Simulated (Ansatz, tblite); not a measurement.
Forces on Zn₇H₂₀Se₇ at its PBE-D4/def2-SVP geometry. Total charge 0; singlet.

The xTB rows come from tblite. Single mean-field runs in def2-TZVP are fitted with def2-universal-jkfit. In the singlet geometry the species has come apart into loosely held pieces. In the singlet, H24 and H25 lie 0.77 Å apart, H30 and H33 lie 0.77 Å apart (atoms count from 1), so H2 has formed as a molecule.

GFN1-xTB (tblite), largest force 1.59 eV/Å:

```xyz
34
positions Å, forces eV/Å
Se   -0.462   -1.702    3.516    0.538   -0.607    1.373
Se   -2.512   -0.591    0.687   -0.790   -0.009   -0.153
Se    0.622    1.358    1.550    0.367    0.544    0.782
Se   -2.015    2.522   -1.532    0.396    0.706    0.063
Se    0.967   -1.921    0.001    0.513   -0.875    0.109
Se   -1.672   -0.730   -3.075    0.516   -0.417   -0.465
Se    1.856    1.084   -1.878    0.907    0.325   -0.480
Zn   -3.481   -1.835    3.080    0.323    0.131   -0.220
Zn   -2.013    1.899    0.868    0.003   -0.002    0.016
Zn    1.712   -0.849    2.178    0.036    0.070   -0.131
Zn    2.436    2.360    0.182    0.109   -0.055    0.032
Zn   -1.581   -2.183   -1.068    0.003   -0.013    0.013
Zn   -0.542    1.487   -3.259   -0.056    0.005   -0.021
Zn    2.812   -1.184   -1.488    0.095    0.027    0.059
H    -3.745   -0.533    3.905   -0.104   -0.296    0.023
H    -3.394   -3.320    2.594   -0.168    0.149    0.232
H    -0.087   -1.119    4.833   -0.323   -0.355   -0.810
H     0.085   -3.026    3.917   -0.424    0.800   -0.256
H    -3.863   -0.448    0.091    0.672   -0.060    0.273
H    -2.411    2.816    2.073   -0.096   -0.059   -0.118
H     3.063   -1.058    2.925   -0.167   -0.003   -0.033
H     0.854    2.133    2.793   -0.160   -0.388   -0.605
H    -1.488    3.908   -1.462   -0.289   -0.646   -0.031
H     0.678    3.931   -0.610   -0.092    0.150   -0.046
H     1.299    4.362   -0.441   -0.008    0.177   -0.018
H     3.633    3.281    0.539   -0.105   -0.095   -0.036
H    -1.717   -3.741   -1.037   -0.113    0.111   -0.038
H     1.425   -3.314    0.222   -0.270    0.680   -0.106
H    -0.908   -1.551   -4.048   -0.398    0.374    0.449
H     1.286   -1.852   -3.351   -0.061   -0.074   -0.148
H     0.120    2.153   -4.512   -0.208   -0.004   -0.038
H     4.173   -1.824   -1.873   -0.122    0.067    0.042
H     1.983   -2.143   -3.524    0.020   -0.094   -0.142
H     2.886    1.630   -2.794   -0.543   -0.265    0.427
```

GFN2-xTB (tblite), largest force 1.23 eV/Å:

```
Se 0.110 -0.457 0.977
Se -1.026 -0.095 -0.025
Se 0.361 0.762 0.900
Se 0.272 1.083 -0.001
Se 0.553 -1.101 0.018
Se 0.453 -0.622 -0.805
Se 0.918 0.417 -0.674
Zn -0.147 -0.048 0.059
Zn -0.544 0.668 0.874
Zn 0.830 -0.124 0.454
Zn 0.862 0.613 0.248
Zn -0.349 -1.177 -0.001
Zn 0.289 0.510 -1.009
Zn 0.963 -0.423 -0.251
H 0.120 -0.566 -0.279
H -0.024 0.584 0.263
H -0.128 -0.276 -0.411
H -0.200 0.473 -0.053
H 0.661 -0.047 0.243
H 0.211 -0.504 -0.698
H -0.654 0.125 -0.414
H -0.187 -0.307 -0.494
H -0.288 -0.586 -0.034
H -0.941 -0.371 -0.287
H 0.749 0.516 0.205
H -0.511 -0.530 -0.147
H 0.064 0.884 -0.040
H -0.274 0.538 -0.099
H -0.387 0.339 0.402
H -0.999 0.288 0.030
H -0.449 -0.360 0.657
H -0.604 0.352 0.272
H 0.836 -0.345 -0.199
H -0.538 -0.212 0.318
```

PBE-D4/def2-TZVP (Ansatz), largest force 0.47 eV/Å:

```
Se 0.084 -0.061 0.151
Se -0.158 -0.006 -0.022
Se 0.037 0.117 0.099
Se -0.006 0.157 -0.027
Se 0.061 -0.143 -0.027
Se 0.018 -0.077 -0.135
Se 0.115 0.045 -0.067
Zn -0.020 -0.042 0.062
Zn 0.011 0.017 0.011
Zn 0.035 -0.007 0.031
Zn 0.081 -0.017 0.013
Zn 0.011 -0.016 -0.005
Zn 0.034 0.007 -0.005
Zn 0.076 0.014 0.020
H -0.008 -0.045 -0.035
H -0.019 0.060 0.014
H -0.023 -0.034 -0.062
H -0.031 0.065 -0.014
H 0.064 -0.007 0.027
H -0.015 -0.032 -0.021
H -0.022 -0.001 -0.003
H -0.018 -0.038 -0.042
H -0.039 -0.075 -0.010
H 0.364 0.278 0.095
H -0.384 -0.232 -0.103
H -0.024 -0.015 -0.010
H -0.020 0.033 0.010
H -0.026 0.055 -0.002
H -0.051 0.046 0.046
H 0.419 -0.185 -0.123
H -0.058 -0.011 0.011
H -0.027 0.012 0.005
H -0.429 0.160 0.085
H -0.031 -0.024 0.033
```
